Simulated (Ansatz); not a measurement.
Two structures of BH₄BrO₃, closed shell, reached by relaxing down either side of one saddle point (PBE0-D4/def2-TZVP). Energies are electronic, without zero-point energy. Computed with Ansatz 0.2.0 (basis: def2-TZVPP and def2-QZVPP); correlated methods freeze the cores. Filled d shells of the heavier atoms are correlated. The def2 sets are not built for correlating such inner shells, so the correlated values are less sure here. Extrapolation: Hartree–Fock as exp(−7.88 √X), correlation as X^−2.97. First:

| atom | x (Å) | y (Å) | z (Å) |
| --- | --- | --- | --- |
| B1 | -0.4167 | 0.1791 | -0.9586 |
| Br2 | 1.1770 | -0.8057 | -1.4384 |
| O3 | -1.0565 | 0.9661 | -1.8493 |
| O4 | -0.8689 | 0.0471 | 0.3085 |
| H5 | 1.8449 | -1.0046 | 1.9331 |
| O6 | 1.1743 | -0.5346 | 2.4328 |
| H7 | -0.6504 | 0.9891 | -2.7187 |
| H8 | -1.6543 | 0.5768 | 0.4819 |
| H9 | 0.4507 | -0.4132 | 1.8085 |

Second:

```csv
atom,x (Å),y (Å),z (Å)
B1,-0.6154,0.3305,0.2052
Br2,2.5546,-1.2423,-1.3478
O3,-0.4980,0.6046,-1.1186
O4,-1.6696,0.7967,0.9304
H5,1.7416,-1.0425,-0.1699
O6,0.3363,-0.4314,0.8515
H7,0.2845,0.2261,-1.5342
H8,-2.2785,1.3149,0.3994
H9,0.1444,-0.5566,1.7840
```

(1) Which bonds change from the first to the second?

(2) Give the saddle point's structure and its height above each. (An estimate is asked for; the value comes from the calculation.)

The T1 diagnostic stays at or below 0.011.

Results:

(1) BH₂BrO₂ ([OH][B]([OH])[Br]) + H₂O → BH₃O₃ ([OH][B]([OH])[OH]) + HBr; bonds formed: B1–O6, Br2–H5; bonds broken: B1–Br2, H5–O6.

(2) The calculation gives: 52.8 kJ/mol above the first and 104.5 kJ/mol above the second (CCSD(T) at an estimated basis limit (MP2 extrapolated from triple and quadruple zeta, plus CCSD(T) − MP2 in triple zeta)).
```xyz
9
angstrom
B -0.2949 0.2476 -0.0472
Br 0.8745 -1.7243 -1.1540
O -0.2268 1.1903 -1.0140
O -1.4375 -0.1111 0.5841
H 1.3292 -0.6748 0.4199
O 0.8775 0.1201 0.9382
H 0.5603 1.1332 -1.5617
H -2.2231 0.0391 0.0532
H 0.5408 -0.2201 1.7814
```

The step is the kind of ligand exchange by which a precursor binds to a hydroxyl group, or is hydrolysed, in atomic layer deposition of oxides.

Labels in which every atom is bracketed show which atoms are joined, not bond orders.

For scale, one of the runs: CCSD(T)/def2-TZVPP, 228 basis functions, launched by `ansatz run in.yaml --threads 8 --pin off --events-out ev --progress --plain --max-ram 19148MiB`. The run took 89 s on 8 CPU threads of an Arm Neoverse V2 (shared host), with 4.4 GiB of host memory at its peak.
